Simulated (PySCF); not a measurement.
Input for PySCF: R-B3LYP/6-311+G** on C3H8O (a complex), monomers drawn apart or pushed together.

```python
from pyscf import gto, scf, dft, mp
from pyscf.data.elements import chemcore

mol = gto.M(
    atom='''
    C     0.70193346    0.20810356    0.02380111
    C    -0.60631052    0.02689425   -0.10075928
    H     1.16581124    1.16679141   -0.17398941
    H     1.36149892   -0.59620320    0.32679066
    H    -1.06908126   -0.93283649    0.09546946
    H    -1.26629227    0.82981238   -0.40593051
    C    -0.29619999   -0.61136480    4.67428395
    O    -0.42828240    0.70912186    4.17737124
    H    -1.07217968   -1.28101892    4.28448413
    H    -0.40280137   -0.56022578    5.75740868
    H     0.68516373   -1.04435238    4.44626236
    H    -0.33596685    0.67971964    3.21680141
    ''',
    basis='6-311+g**',
    charge=0, spin=0, verbose=3, max_memory=1800)
mf = dft.RKS(mol, xc='b3lyp')
mf.conv_tol = 1e-8
mf.max_cycle = 100
mf.kernel()
if not mf.converged:
    mf = mf.newton().run(mf.mo_coeff, mf.mo_occ)
```

### Question
What total energy does the run end on?

### Answer
-194.3820 hartree.
